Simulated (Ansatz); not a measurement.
Consider the redistribution: `[NH]=[Mo](=[NH])([NH2])[F]` + `[OH][GeH2][OH]` → `[NH]=[Mo](=[NH])([NH2])[OH]` + `[OH][GeH2][F]`.

Program: Ansatz. Geometries: PBE0-D4/def2-TZVP. ΔE: electronic, gas phase. CCSD(T)/CBS is the MP2 limit (def2-TZVPP, def2-QZVPP) plus CCSD(T) − MP2 in def2-TZVPP, frozen cores. DFT in def2-TZVPP. def2 core potentials past Kr. For Ge, Mo outer-core shells are correlated without core-valence functions, which leaves a few kJ/mol of doubt a bond. Scalar relativity is left out up to krypton. One conformer a species, not always the lowest.

**Question.** Is it downhill or uphill in electronic energy at CCSD(T)/CBS, and by how much? (An estimate is asked.)

**Answer.** Computed: Nearly level: ΔE = +0.01 eV.

**Question.** What do these levels give: B97M-V, r2SCAN0-D4, ωB97X-V, ωB97M-V, PBE, PBE0, r2SCANh, CAM-B3LYP, MP2/def2-SVP, CCSD(T)/def2-TZVPP, HF/def2-QZVPP, MP2/def2-QZVPP? (An estimate is asked.)

**Answer.** The calculation gave: B97M-V 0.03, r2SCAN0-D4 0.02, ωB97X-V 0.03, ωB97M-V 0.02, PBE 0.05, PBE0 0.03, r2SCANh 0.03, CAM-B3LYP 0.03, MP2/def2-SVP -0.03, CCSD(T)/def2-TZVPP 0.00, HF/def2-QZVPP -0.01, MP2/def2-QZVPP -0.01 eV.

Largest T1 diagnostic among the species: 0.022, so the coupled-cluster value is less sure than usual.

Leaving LDA and LC-ωPBE aside and taking each functional with its dispersion term where it has one, the values, not all of them listed here, spread over 0.03 eV, from BHLYP-D4 to PBE-D4. At CCSD(T), def2-SVP lies −0.04 eV from the extrapolated value and def2-TZVPP −0.01 eV.
